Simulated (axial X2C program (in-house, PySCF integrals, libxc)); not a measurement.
**MnH: cheaper levels and CCSD(T), with spin–orbit coupling**

All values were computed with an in-house relativistic program for diatomic molecules. Two-component (2c) means X2C with spin–orbit coupling and atomic mean-field two-electron Coulomb and Gaunt terms. Basis: Mn dyall-cv3z [9s10p6d3f2g], H dyall-v3z [6s2p1d] (cores contracted in-house); Gaussian nuclei, density fitting, unrestricted open shells. Masses: Mn 54.938 u, H 1.008 u.

State: Ω = 3 (⟨Sz⟩ = 3.00, ⟨Lz⟩ = 0.00 at HF); fragments Mn + H.

```json
{"level": "PBE0", "Re (Å)": "1.722", "ωe (cm⁻¹)": "1555.0", "De (eV)": "1.84"}
{"level": "HF", "Re (Å)": "1.778", "ωe (cm⁻¹)": "1550.0", "De (eV)": "1.49"}
{"level": "MP2", "Re (Å)": "1.730", "ωe (cm⁻¹)": "1605.2", "De (eV)": "1.66"}
{"level": "CCSD", "Re (Å)": "1.740", "ωe (cm⁻¹)": "1560.2", "De (eV)": "1.68"}
{"level": "r2SCAN", "Re (Å)": "1.709", "ωe (cm⁻¹)": "1569.3", "De (eV)": "2.12"}
{"level": "PBE", "Re (Å)": "1.710", "ωe (cm⁻¹)": "1533.2", "De (eV)": "1.90"}
{"level": "B97-3", "Re (Å)": "1.755", "ωe (cm⁻¹)": "1467.8", "De (eV)": "1.52"}
```

Correlated methods: 8 electrons correlated (number of frozen shells: Mn 3 s, 2 p; H none), 194 virtual spin orbitals or spinors in MP2, 82 natural virtuals in coupled cluster.

CCSD(T), same Hamiltonian and basis:

Re = 1.739 Å, ωe = 1557.9 cm⁻¹, De = 1.66 eV; T1 = 0.018 (Lee–Taylor normalisation).

(1) Give the differences from CCSD(T) in the columns below.

The state is a single determinant with fixed occupations, the lowest that a limited PBE0 search found. Dissociation energies refer to the lowest single-determinant-based atoms at the same level and basis. Density functionals use the spin component along the axis (collinear). Coupled cluster ran in a truncated set of natural virtual spinors; the MP2 energy of the rest was added. (T) has no such correction and the atoms are truncated less, which lowers De at CCSD(T) by a hundredth of an eV or more. PBE0 can misorder states that lie within some tenths of an eV, so this need not be the ground state of the molecule. The nearest other 2c determinant of the search, Ω = 2, lies 0.29 eV up at the distance of the search. With several unpaired electrons one determinant need not be a pure state. Open-shell Ω = 0 determinants with evenly filled partner blocks cannot be reached by this program, so the Ω shown need not be the lowest component. At some level and bond length an empty orbital lies below a filled one. Some points did not converge and are left out. The stretched end of a curve changes character and is left out.

## Answers

(1) 

| level | ΔRe (Å) | Δωe (cm⁻¹) | ΔDe (eV) |
| --- | --- | --- | --- |
| PBE0 | -0.017 | -3 | 0.18 |
| HF | 0.039 | -8 | -0.17 |
| MP2 | -0.009 | 47 | 0.00 |
| CCSD | 0.001 | 2 | 0.02 |
| r2SCAN | -0.030 | 11 | 0.46 |
| PBE | -0.029 | -25 | 0.24 |
| B97-3 | 0.016 | -90 | -0.14 |
